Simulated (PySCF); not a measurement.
**Radial density of Re (rhenium, neutral)**

PW91, [Xe] 4f14 5d7, high-spin 4F determinant (an excited configuration). Calculation: PySCF 2.14, in aug-cc-pVQZ-PP with ECP60MDF; a scalar-relativistic core potential. This is the valence pseudo-density: the core potential removes the inner electrons and smooths the orbitals near the nucleus.

| r (bohr) | 4πr²ρ (e/bohr) | 4πr²(ρα − ρβ) |
| --- | --- | --- |
| 0.141 | 1.402e-05 | 0.0000 |
| 0.238 | 0.0006027 | 0.0001 |
| 0.399 | 0.08094 | 0.0029 |
| 0.672 | 4.144 | 0.1474 |
| 1.13 | 11.90 | 1.3907 |
| 1.90 | 4.606 | 1.4579 |
| 3.20 | 0.9985 | 0.3798 |
| 5.38 | 0.1099 | 0.0219 |
| 9.05 | 0.003477 | -0.0005 |

Energies and moments cover only the electrons outside the core potential. Spin-orbit coupling, absent here, splits the open shell strongly.
